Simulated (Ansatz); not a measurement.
A structure relaxed at PBE0-D4/def2-TZVP, charge 0, multiplicity 1:

```tsv
atom	x (Å)	y (Å)	z (Å)
C1	0.340	1.589	-0.589
C2	-0.022	0.371	0.249
C3	-1.405	0.513	0.867
N4	0.076	-0.849	-0.535
Ga5	1.174	-2.235	-0.246
Cl6	2.524	-2.198	1.397
Cl7	1.155	-3.933	-1.525
H8	1.347	1.492	-0.999
H9	-0.358	1.699	-1.424
H10	0.295	2.503	0.007
H11	0.708	0.286	1.061
H12	-1.640	-0.350	1.493
H13	-1.471	1.415	1.480
H14	-2.168	0.584	0.085
H15	-0.556	-0.887	-1.321
```

Give its formula and SMILES.

C3H8Cl2GaN, `CC(C)[NH][Ga]([Cl])[Cl]`.

Point group (tolerance 0.08 Å, 0.16 Å for H)?

Cs.

Summarise the bond lengths by kind.

2 × C–C 1.522 Å; 7 × C–H 1.091 to 1.096 Å; 1 × C–N 1.454 Å; 1 × Ga–N 1.791 Å; 1 × H–N 1.009 Å; 2 × Cl–Ga 2.126 to 2.128 Å.

Program: Ansatz 0.2.0.
